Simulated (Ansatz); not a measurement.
`N[SiH]([SiH3])Br` + HBr → `[SiH3][SiH](Br)Br` + NH₃ at 400 K and 1 bar (ligand exchange at the Si–N bond).

Calculated with Ansatz (gas phase, PBE0-D4/def2-TZVP geometries, no zero-point term in ΔE). CCSD(T)/CBS is the MP2 limit (def2-TZVPP, def2-QZVPP) plus CCSD(T) − MP2 in def2-TZVPP, frozen cores. This one scheme is used for every species. For Br outer-core shells are correlated without core-valence functions, which leaves a few kJ/mol of doubt a bond. Scalar relativity is left out up to krypton. One conformer a species, not always the lowest.

```csv
species,CCSD(T)/CBS energy (Eh),H − E (kJ/mol),S (J/(mol·K))
`N[SiH]([SiH3])Br`,-3209.86330,196.8,405.4
HBr,-2573.91920,27.6,207.2
`[SiH3][SiH](Br)Br`,-5727.28842,128.5,412.3
NH₃,-56.50880,104.2,203.1
```

H − E and S are ideal-gas, rigid-rotor, harmonic terms from PBE0-D4/def2-TZVP, for one conformer and one mirror image of each species. 1 Eh = 2625.50 kJ/mol, R = 8.31446 J/(mol·K).

Problem. By hand: ΔE, ΔH, ΔS and ΔG.

Solution. ΔE = (-5727.28842) + (-56.50880) − (-3209.86330) − (-2573.91920) = -0.01472 Eh = -38.6 kJ/mol. Δ(H − E) = 128.5 + 104.2 − 196.8 − 27.6 = 8.3, so ΔH = -30.3 kJ/mol. ΔS = 412.3 + 203.1 − 405.4 − 207.2 = 2.8 J/(mol·K). ΔG = -30.3 − 400 × (2.8)/1000 = -31.4 kJ/mol.

Problem. By hand: the equilibrium constant, and the temperature at which ΔG would vanish if ΔH and ΔS stayed fixed.

Solution. log₁₀ K = −ΔG/(RT ln 10) = 4.1. ΔH and −TΔS have one sign here, so there is no such temperature.

The number of gas molecules stays the same, so ΔS is small and ΔH decides. A doubt of 5 kJ/mol in ΔE shifts log₁₀ K by 0.7 here. Other conformers and mirror images would add mixing entropy, several J/(mol·K) or more a flexible species. These are equilibria of isolated gas molecules and say nothing of rates. Largest T1 diagnostic: 0.010 (customary marks: 0.02 for closed shells, 0.045 for open ones).

ΔS is within the doubt of such terms, so its sign, and with it that verdict, could turn.
